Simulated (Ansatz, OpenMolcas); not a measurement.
A ladder of methods for CH4FGeN (SMILES [H]/N=[C](/F)[GeH3])

The species is CH4FGeN (8 atoms), meant as a singlet with charge 0. SMILES: `[H]/N=[C](/F)[GeH3]`. Geometry: relaxed at PBE0-D4/def2-TZVP.

Quantity: the vertical energy of the triplet above the singlet, in eV. The values are calculated.

```json
{"level": "revPBE/6-31G* (spherical functions)", "kind": "GGA", "program": "OpenMolcas", "value (eV)": "4.85", "CPU time (all runs)": "80 s"}
{"level": "M06-L/6-31G* (spherical functions)", "kind": "meta-GGA", "program": "OpenMolcas", "value (eV)": "4.91", "CPU time (all runs)": "1.7 min"}
{"level": "r2SCAN/6-31G* (spherical functions)", "kind": "meta-GGA", "program": "Ansatz", "value (eV)": "4.81", "CPU time (all runs)": "39 s"}
{"level": "BHLYP/6-31G* (spherical functions)", "kind": "global hybrid", "program": "OpenMolcas", "value (eV)": "4.89", "CPU time (all runs)": "92 s"}
{"level": "B3LYP/6-31G* (Cartesian functions)", "kind": "global hybrid", "program": "Ansatz", "value (eV)": "4.94", "CPU time (all runs)": "26 s"}
{"level": "CAM-B3LYP/6-31G* (spherical functions)", "kind": "range-separated hybrid", "program": "Ansatz", "value (eV)": "4.99", "CPU time (all runs)": "30 s"}
{"level": "wB97X/6-31G* (spherical functions)", "kind": "range-separated hybrid", "program": "Ansatz", "value (eV)": "5.08", "CPU time (all runs)": "1.7 min"}
{"level": "PBE-QIDH/6-31G* (spherical functions)", "kind": "double hybrid", "program": "Ansatz", "value (eV)": "5.13", "CPU time (all runs)": "53 s"}
```

All-electron rows without a relativistic Hamiltonian named are non-relativistic. The values span 4.81 to 5.13 eV. CPU times are rough (shared hosts, several kinds of processor and program).
